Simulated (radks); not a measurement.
Species: Fe+. Configuration: [Ar] 3d5.5 4s1.5 (fractional occupations, a model configuration). All-electron calculation, Dirac Kohn-Sham, LDA (Slater exchange, Perdew-Wang correlation), spin-unpolarised, spherical densities, point nucleus; open shells fill j = l - 1/2 first. Program: a radial shooting solver on a logarithmic mesh with Libxc functionals.

Normalised radial functions P(r) = r R(r) (large component), r in bohr:

r,3s1/2,3d3/2
0.003759,0.1080,0.0000
0.005608,0.1521,0.0000
0.008367,0.2088,0.0001
0.01248,0.2753,0.0003
0.01862,0.3401,0.0009
0.02778,0.3761,0.0028
0.04144,0.3352,0.0082
0.06182,0.1586,0.0231
0.09223,-0.1742,0.0606
0.1376,-0.5451,0.1449
0.2053,-0.6379,0.3067
0.3062,-0.1417,0.5536
0.4568,0.7472,0.8174
0.6815,1.2384,0.9480
1.017,0.9207,0.8450
1.517,0.3466,0.5783
2.263,0.0589,0.2949
3.375,0.0034,0.1004
5.035,0.0000,0.0182
7.512,0.0000,0.0012

3s1/2: eigenvalue -105.17 eV, 2 radial nodes at r = 0.0763, 0.328 bohr, <r> = 0.810 bohr, 90 % of the charge inside 1.21 bohr. 3d3/2: eigenvalue -18.981 eV, 0 radial nodes, <r> = 1.07 bohr, 90 % of the charge inside 1.84 bohr.
